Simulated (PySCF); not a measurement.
**Static response to an electric field**

Species: C4H7N3OSi.
SMILES with atom numbers: `[O:1]=[CH:2][SiH2:3][CH2:4][c:5]1[n:6][cH:7][n:8][nH:9]1` (hydrogens: H10 on C2; H11, H12 on Si3; H13, H14 on C4; H15 on C7; H16 on N9)

Geometry (GFN2-xTB, Å), atoms numbered from 1 in this order:
```
atom  x, y, z in Å
O1    -1.7611    0.0944    1.7794
C2    -2.3356    0.3087    0.7397
Si3   -1.6371   -0.1573   -0.9967
C4    -0.0263   -1.1388   -0.6994
C5     1.0366   -0.2718   -0.1496
N6     2.0867    0.1922   -0.7940
C7     2.7249    0.9383    0.1314
N8     2.1317    0.9668    1.2990
N9     1.0530    0.1907    1.1187
H10   -3.3296    0.8005    0.7726
H11   -2.6476   -1.0019   -1.6364
H12   -1.4214    1.0949   -1.7180
H13   -0.2204   -1.9563   -0.0015
H14    0.3381   -1.5672   -1.6315
H15    3.6372    1.4596   -0.0708
H16    0.3632    0.0561    1.8456
```

Level: B3LYP/def2-SVPD (PySCF), static field, nuclei fixed, core orbitals frozen in the response. The polarisability tensor in these axes (au):

```
x   110.53   9.35   3.31
y     9.35  76.51   6.75
z     3.31   6.75  94.52
```

**Question.** What are the eigenvalues, a third of the trace, and Δα (Δα² = ½Σ(αi − αj)² over the three pairs)?

**Answer.** Principal values 72.58, 94.79 and 114.20 au; mean 93.85 au = 13.91 Å³ = 15.47 × 10⁻⁴⁰ C²·m²/J; Δα = 36.07 au (38 % of the mean).

**Question.** What is the dipole moment, and where does it point?

**Answer.** (-3.70, -1.22, -1.41) D, 4.14 D in size, pointing from the negative to the positive side. Measured along this direction, the outermost atoms are H15 at the negative end and H11 at the positive end.

**Question.** What molar refraction does this α imply?

**Answer.** Lorentz–Lorenz: R = (4π/3)N_A α = 2.5225 cm³/(mol·Å³) × 13.91 Å³ = 35.1 cm³/mol, in the limit of long wavelengths.

**Question.** Find the Langevin capture rate constant for NH4+ (18.034 u) meeting this molecule (141.036 u), k = 2.342 × 10⁻⁹ cm³/s × √(α in Å³ / reduced mass in u).

**Answer.** The reduced mass is 15.99 u, so k = 2.18 × 10⁻⁹ cm³/s. The formula leaves out the permanent dipole, which adds to the capture rate.

**Question.** Directions of the eigenvectors, and the extent of the frame along each?

**Answer.** Largest value along (0.93, 0.28, 0.25), where the nuclei span 6.90 Å; middle along (-0.31, 0.19, 0.93), 4.14 Å; least along (-0.21, 0.94, -0.26), 3.57 Å. The response follows the extents in order.

**Question.** Traceless (Buckingham) quadrupole moment about the centre of nuclear charge: eigenvalues?

**Answer.** -8.66, 2.12, 6.54 D·Å. The values depend on the origin, since the dipole doesn't vanish. The electronic extent ⟨r²⟩ about the same centre is 1437 bohr², a root-mean-square distance of 2.33 Å for the 74 electrons.

**Question.** Refractivity n − 1 of an ideal gas of it at 400 K and 1 atm, from the electronic α?

**Answer.** N = p/kT = 1.8347 × 10¹⁹ cm⁻³, so n − 1 = 2π × N × 13.91 × 10⁻²⁴ cm³ = 1603 × 10⁻⁶ at long wavelengths, for an ideal gas.

Isolated species at its GFN2-xTB geometry (one conformer only).
